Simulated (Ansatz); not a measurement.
CH7AlGeSi, SMILES `[SiH3][GeH]1[CH2][AlH]1`. Total charge 0; spin multiplicity 1. The geometry is a stationary point of PBE0-D4/def2-TZVP.

```xyz
11

Si    1.485   -1.476   -0.164
Ge   -0.671   -0.560    0.161
C    -0.590    1.449    0.609
Al   -1.584    1.269   -1.037
H     1.423   -2.772   -0.892
H     2.270   -0.512   -0.984
H     2.205   -1.690    1.122
H    -1.504   -1.336    1.201
H    -1.080    1.728    1.543
H     0.426    1.847    0.597
H    -2.380    2.053   -2.156
```

Problem. What is the dipole moment at PBE/def2-TZVPP? (An estimate is asked.)

Solution. Ansatz gave: 1.16 D, with components (-0.54, 0.99, -0.30) D in this frame, pointing from negative to positive charge.

Problem. And with r2SCAN, B3LYP, ωB97M-V? (An estimate is asked.)

Solution. The calculation gave: r2SCAN 1.24 D, B3LYP 1.20 D, ωB97M-V 1.29 D.

Problem. Give the Mulliken charges with PBE, r2SCAN, B3LYP in def2-TZVPP. (Estimate.)

Solution. Computed: 
```
atom    PBE  r2SCAN  B3LYP
 Si1   0.06    0.15   0.13
 Ge2   0.09    0.02   0.09
  C3  -0.40   -0.44  -0.45
 Al4   0.26    0.41   0.30
  H5  -0.04   -0.06  -0.06
  H6  -0.05   -0.07  -0.07
  H7  -0.04   -0.06  -0.06
  H8  -0.02   -0.02  -0.02
  H9   0.10    0.10   0.11
 H10   0.10    0.09   0.10
 H11  -0.07   -0.12  -0.09
```

B3LYP here is the variant with VWN-RPA as its local correlation; programs differ in this.
